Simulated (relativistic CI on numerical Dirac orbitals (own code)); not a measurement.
**What each ingredient does to the levels of Cr¹²⁺**

Base calculation: Dirac-Coulomb-Breit CI, KLI orbitals optimised for each configuration, model QED, unscaled Slater integrals.

Configuration list (outside the closed core [Ne]): 3s², 3s3p, 3p², 3s3d, 3d², 3p3d, 3p4s, 3s4s, 3s4p, 3d4s, 3s4d, 3s4f, 3s5s, 3s5p, 3s5d, 4s². Levels of other configurations are missing.

Variants: (1) configuration mixing switched off. Shifts of the energy above 3s² ¹S0, in cm⁻¹, for the lowest level and the first level of each name with at least 55 % of one term (blank where a level changes its place among those of its configuration and J or its character, or is not in the variant):

| Level | Base | Δ(1) |
| --- | --- | --- |
| 3s² ¹S0 | 0 | 0 |
| 3s3p ³P°0 | 202133 | -15342 |
| 3s3p ³P°1 | 206090 | -15283 |
| 3s3p ³P°2 | 215172 | -15309 |
| 3s3p ¹P°1 | 308895 | +839 |
| 3p² ¹D2 | 482939 |  |
| 3p² ³P0 | 483362 | -14739 |
| 3p² ³P1 | 489333 | -14645 |
| 3p² ³P2 | 500013 |  |
| 3p² ¹S0 | 574872 | -15338 |
| 3s3d ³D1 | 591520 | -17787 |
| 3s3d ³D2 | 592077 | -17796 |
| 3s3d ³D3 | 592948 | -17788 |
| 3s3d ¹D2 | 674187 | -53530 |
| 3p3d ³F°2 | 805986 | -17306 |
| 3p3d ³F°3 | 812198 | -17247 |
| 3p3d ³F°4 | 819394 | -17244 |
| 3p3d ¹D°2 | 821334 | -17776 |
| 3p3d ³P°2 | 856968 | -19362 |
| 3p3d ³D°1 | 857648 | -18787 |
| 3p3d ³P°0 | 865246 | -20138 |
| 3p3d ³D°3 | 865259 | -17779 |

At this charge energies of transitions that change n are usually good to better than 1 %, and those within a shell (Δn = 0) to a few per cent.

Ionisation energy from the two ground configurations alone: base 351.485 eV. The NIST ASD value (semi-empirical) is 354.7 eV.

LS names give the leading component of a level, which can be under half, so a name can repeat, a term be missing and a line seem to break the LS rules.
